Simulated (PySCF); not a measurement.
Geometry:
```
atom   x (Å)   y (Å)   z (Å)
  C1  -2.208   0.875   0.715
  C2  -1.530  -0.324   0.128
  C3  -0.224  -0.560   0.073
  C4   0.883   0.325   0.559
  N5   1.945   0.379  -0.416
 Si6   3.619   0.387  -0.037
  C7  -2.487  -1.357  -0.408
  F8  -3.331  -1.793   0.566
  F9  -3.289  -0.834  -1.374
 H10  -2.579   0.638   1.712
 H11  -3.061   1.152   0.099
 H12  -1.532   1.721   0.788
 H13   0.133  -1.477  -0.378
 H14   0.508   1.327   0.806
 H15   1.294  -0.107   1.477
 H16   1.635   0.792  -1.283
 H17   4.069   1.567   0.720
 H18   3.855  -0.804   0.783
 H19   4.280   0.341  -1.337
 H20  -1.987  -2.240  -0.835
```

PySCF 2.14.0 with density-fitted response routines calculation with GFN2-xTB structure and NMR shieldings at PBE0/pcSseg-1/GIAO; one computed conformer, equivalent nuclei averaged, non-relativistic, gas phase.

Chemical shifts δ = σref − σ; 13C and 1H and 29Si vs TMS; 15N vs NH3; 19F vs CFCl3, all at this level.

| atoms | nucleus | count | δ (ppm) |
| --- | --- | --- | --- |
| H17/H18/H19 | 1H | 3 | ? |
| C7 | 13C | 1 | 125.1 |
| H16 | 1H | 1 | -0.23 |
| N5 | 15N | 1 | 20.8 |
| C3 | 13C | 1 | 143.8 |
| C2 | 13C | 1 | 139.3 |
| H10/H11/H12 | 1H | 3 | ? |
| F8/F9 | 19F | 2 | -132.6 |
| H13 | 1H | 1 | 6.00 |
| H14/H15 | 1H | 2 | 3.63 |
| C1 | 13C | 1 | 11.2 |
| H20 | 1H | 1 | 6.15 |
| Si6 | 29Si | 1 | ? |
| C4 | 13C | 1 | ? |

**Question.** Complete the table.

**Answer.** 
- C4: 45.3 ppm, allylic sp3 CH2 bonded to N; pulled downfield by the heteroatom
- H17/H18/H19: 4.73 ppm, hydrogen on a silicon bonded to N
- H10/H11/H12: 1.98 ppm, hydrogen on an allylic methyl carbon; allylic position
- Si6: -56.0 ppm, silicon bonded to N, 3 H

OH/NH shifts are gas-phase values; hydrogen bonding in solution moves them, usually downfield. Shifts are as computed. Against solution values, carbons near 30 ppm lie about +3 ppm off and those near 130 ppm about +5 ppm. Of 1211 compounds with measured shifts, 218 miss one by over three times the rms of a fit or turn the order of signals round; such compounds aren't used in these exercises. Unscaled 19F shifts against computed CFCl3 carry errors that often reach 10 to 50 ppm. Experimental scales use liquid or dissolved standards, which lie at an offset from isolated NH3 (liquid NH3: subtract about 20 ppm).
